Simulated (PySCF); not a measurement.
O⁴⁺ (oxygen, charge +4): UHF calculation

Configuration: [He] 2s2, closed-shell 1S. Computed with PySCF 2.14 in an uncontracted even-tempered set (20 s from 0.3 bohr⁻², ratio 2.2; 9 p from 0.53 bohr⁻², ratio 2.4; 6 d from 1.6 bohr⁻², ratio 2.4; 5 f from 2.4 bohr⁻², ratio 2.4; 5 g from 3.6 bohr⁻², ratio 2.4), with scalar relativity by spin-free X2C-1e.

- Total energy: -68.310978 hartree
- One-electron energy: -79.2185 hartree
- Hartree (Coulomb) energy: 16.8734 hartree
- Exchange energy: -5.9659 hartree
- ⟨S²⟩: 0.0000
- ⟨L²⟩: 0.000
- Sum of ⟨r⟩: 2.264 bohr
- Sum of ⟨r²⟩: 2.153 bohr²
- Time after the integrals: about 6 core-seconds

| shell | electrons | mean orbital energy (eV) | rms radius, mean of both spins (bohr) |
| --- | --- | --- | --- |
| 1s | 2 | -669.61 | 0.228 |
| 2s | 2 | -111.41 | 1.01 |
